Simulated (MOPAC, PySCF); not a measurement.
HB₃O, SMILES `B1(B=B1)O` (H–O–B–B torsion 180°), neutral singlet in the gas phase. 

Cartesian coordinates (Å):
SMILES: OB1B=B1
```xyz
5

O      1.2387    -0.3858    -0.0246
B     -0.0705    -0.1336    -0.0065
B     -1.6113    -0.6502    -0.0275
B     -1.3942     0.8056     0.0475
H      1.8375     0.3641     0.0111
```
Charge 0, multiplicity 1.

All levels are single points at this geometry (CAM-B3LYP-D3(BJ)/def2-TZVP); Pople sets use spherical d functions. Orbital energies aren't observables, and empty levels follow the basis.

```json
[
 {"level": "CAM-B3LYP-D3(BJ)/def2-TZVP in PySCF", "HOMO (eV)": "-8.04", "LUMO (eV)": "-2.86", "gap (eV)": "5.18", "dipole (D)": "2.05", "vertical IE, Delta-SCF (eV)": "9.06"},
 {"level": "TPSSh-D3(BJ)/def2-TZVP in PySCF", "HOMO (eV)": "-6.23", "LUMO (eV)": "-4.36", "gap (eV)": "1.87", "dipole (D)": "2.19", "vertical IE, Delta-SCF (eV)": "9.02"},
 {"level": "B3LYP/3-21G in PySCF", "HOMO (eV)": "-6.34", "LUMO (eV)": "-3.89", "gap (eV)": "2.45", "dipole (D)": "2.50", "vertical IE, Delta-SCF (eV)": "–"},
 {"level": "HF/6-31G* in PySCF", "HOMO (eV)": "-8.68", "LUMO (eV)": "0.18", "gap (eV)": "8.86", "dipole (D)": "1.80", "vertical IE, Delta-SCF (eV)": "–"},
 {"level": "HF/STO-3G in PySCF", "HOMO (eV)": "-5.80", "LUMO (eV)": "4.55", "gap (eV)": "10.35", "dipole (D)": "1.31", "vertical IE, Delta-SCF (eV)": "–"},
 {"level": "AM1 in MOPAC", "HOMO (eV)": "-7.12", "LUMO (eV)": "-0.23", "gap (eV)": "6.88", "dipole (D)": "1.76", "vertical IE, Delta-SCF (eV)": "–"}
]
```
